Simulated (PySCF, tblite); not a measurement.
Isomers of C5H12N2OSi2, one GFN2-xTB conformer each. Single-point energies are computed at PBE0/pcSseg-1 (PySCF, gas phase, no added dispersion term), electronic only.

| SMILES | GFN2-xTB relative energy (kcal/mol) |
| --- | --- |
| O=CN[C@@H]1C=C[C@@H]1N([SiH3])[SiH3] | 0.0 |
| C=C(CC#N)[Si@@H](O)[SiH2]NC | 12.6 |
| CC(=O)N[SiH2]C[SiH2]CC#N | 2.2 |

Conformers: `[O:1]=[CH:2][NH:3][C@@H:4]1[CH:5]=[CH:6][C@@H:7]1[N:8]([SiH3:9])[SiH3:10]` with O1–C2–N3–C4 6°, C2–N3–C4–C5 -147°, C6–C7–N8–Si9 -11°; `[CH2:1]=[C:2]([CH2:3][C:4]#[N:5])[Si@@H:6]([OH:7])[SiH2:8][NH:9][CH3:10]` with C1–C2–C3–C4 118°, C1–C2–Si6–O7 155°, C2–Si6–O7–H 165°, C2–Si6–Si8–N9 -86°, Si6–Si8–N9–C10 -175°; `[CH3:1][C:2](=[O:3])[NH:4][SiH2:5][CH2:6][SiH2:7][CH2:8][C:9]#[N:10]` with C1–C2–N4–Si5 176°, C2–N4–Si5–C6 61°, N4–Si5–C6–Si7 50°, Si5–C6–Si7–C8 -68°, C6–Si7–C8–C9 89°.

Question: What does PBE0/pcSseg-1 give for the same structures?

Answer: 
```
                              SMILES  PBE0/pcSseg-1 E (Eh)  PBE0/pcSseg-1 (kcal/mol)  GFN2-xTB (kcal/mol)  point group
            CC(=O)N[SiH2]C[SiH2]CC#N            -960.77010                       0.0                  2.2           C1
         C=C(CC#N)[Si@@H](O)[SiH2]NC            -960.72825                      26.3                 12.6           C1
O=CN[C@@H]1C=C[C@@H]1N([SiH3])[SiH3]            -960.68594                      52.8                  0.0           C1
```

GFN2-xTB puts O=CN[C@@H]1C=C[C@@H]1N([SiH3])[SiH3] lowest instead; measured from each level's own lowest isomer, the values differ by up to 52.8 kcal/mol (O=CN[C@@H]1C=C[C@@H]1N([SiH3])[SiH3]: 0.0 against 52.8). As drawn, the lowest has a C≡N group and an Si–C bond, which the highest lacks; the highest has a four-membered ring and a C=C bond outside aromatic rings, which the lowest lacks.

Question: Which frontier levels, dipoles and rotational constants go with these structures?

Answer: 
```
                              SMILES  HOMO (eV, PBE0/pcSseg-1)  LUMO (eV)  dipole (D)       A, B, C (MHz)
            CC(=O)N[SiH2]C[SiH2]CC#N                     -7.63       0.09        1.50  1123, 900.8, 636.9
         C=C(CC#N)[Si@@H](O)[SiH2]NC                     -6.52      -0.81        2.04  1285, 699.1, 584.7
O=CN[C@@H]1C=C[C@@H]1N([SiH3])[SiH3]                     -6.91      -0.67        3.40  1208, 832.6, 628.4
```

Question: What happens when harmonic zero-point energies from GFN2-xTB frequencies are added?

Answer: 
```json
{"SMILES": "CC(=O)N[SiH2]C[SiH2]CC#N", "ZPE (kcal/mol)": "99.3", "electronic (kcal/mol)": "0.0", "with ZPE (kcal/mol)": "0.0"}
{"SMILES": "C=C(CC#N)[Si@@H](O)[SiH2]NC", "ZPE (kcal/mol)": "100.5", "electronic (kcal/mol)": "26.3", "with ZPE (kcal/mol)": "27.4"}
{"SMILES": "O=CN[C@@H]1C=C[C@@H]1N([SiH3])[SiH3]", "ZPE (kcal/mol)": "97.3", "electronic (kcal/mol)": "52.8", "with ZPE (kcal/mol)": "50.7"}
```

The zero-point energies span 3.2 kcal/mol. The order is unchanged.
